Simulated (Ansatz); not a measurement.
Reaction (formal exchange of groups at the Sn–Si bond): `O[SiH2][SnH2][OH]` + `C=O` → `O=[CH][SnH2][OH]` + `O[SiH3]`

Gas-phase electronic energies from Ansatz, PBE0-D4/def2-TZVP geometries. CCSD(T)/CBS is the MP2 limit (def2-TZVPP, def2-QZVPP) plus CCSD(T) − MP2 in def2-TZVPP, frozen cores. This one scheme is used for every species. Functionals use def2-TZVPP. B3LYP here is the variant with VWN-RPA as its local correlation; programs differ in this. HSE06 is defined as in plane-wave codes. def2 core potentials past Kr. For Sn outer-core shells are correlated without core-valence functions, which leaves a few kJ/mol of doubt a bond. One conformer a species, not always the lowest.

| level | ΔE (kcal/mol) | difference from CCSD(T)/CBS |
| --- | --- | --- |
| LDA (SPW92) | 9.1 | -0.2 |
| PBE-D4 | 10.0 | 0.7 |
| revPBE-D4 | 9.4 | 0.1 |
| BLYP-D4 | 8.3 | -1.0 |
| r2SCAN-D4 | 8.9 | -0.4 |
| B97M-V | 9.0 | -0.3 |
| PBE0-D4 | 10.7 | 1.4 |
| B3LYP-D4 | 9.2 | -0.1 |
| r2SCANh-D4 | 9.3 | 0.0 |
| HSE06-D4 | 10.7 | 1.4 |
| BHLYP-D4 | 10.0 | 0.7 |
| CAM-B3LYP-D4 | 8.7 | -0.6 |
| ωB97X-V | 9.0 | -0.3 |
| ωB97M-V | 8.8 | -0.5 |
| B2PLYP | 8.6 | -0.7 |
| PBE-QIDH | 10.0 | 0.7 |
| PBE | 9.7 | 0.4 |
| revPBE | 9.8 | 0.5 |
| BLYP | 8.0 | -1.3 |
| r2SCAN | 8.8 | -0.5 |
| PBE0 | 10.4 | 1.1 |
| B3LYP | 8.7 | -0.6 |
| r2SCANh | 9.2 | -0.1 |
| r2SCAN0 | 9.7 | 0.4 |
| HSE06 | 10.3 | 1.0 |
| BHLYP | 9.1 | -0.2 |
| CAM-B3LYP | 8.3 | -1.0 |
| MP2/def2-SVP | 8.6 | -0.7 |
| CCSD(T)/def2-SVP | 9.1 | -0.2 |
| HF/def2-TZVPP | 9.2 | -0.1 |
| MP2/def2-TZVPP | 8.8 | -0.5 |
| SCS-MP2/def2-TZVPP | 8.3 | -1.0 |
| CCSD/def2-TZVPP | 9.0 | -0.3 |
| CCSD(T)/def2-TZVPP | 8.6 | -0.7 |
| HF/def2-QZVPP | 9.2 | -0.1 |
| MP2/def2-QZVPP | 9.2 | -0.1 |
| SCS-MP2/def2-QZVPP | 8.8 | -0.5 |
| HF/CBS(def2) | 9.2 | -0.1 |
| MP2/CBS(def2) | 9.6 | 0.3 |
| CCSD/CBS(def2) | 9.8 | 0.5 |
| CCSD(T)/CBS | 9.3 | 0 |

Largest T1 diagnostic among the species: 0.016.

Leaving LDA and LC-ωPBE aside and taking each functional with its dispersion term where it has one, the values spread over 2.4 kcal/mol, from BLYP-D4 to PBE0-D4. From BLYP to BHLYP (50 % exact exchange), in def2-TZVPP and without D4, ΔE moves by +1.1 kcal/mol.
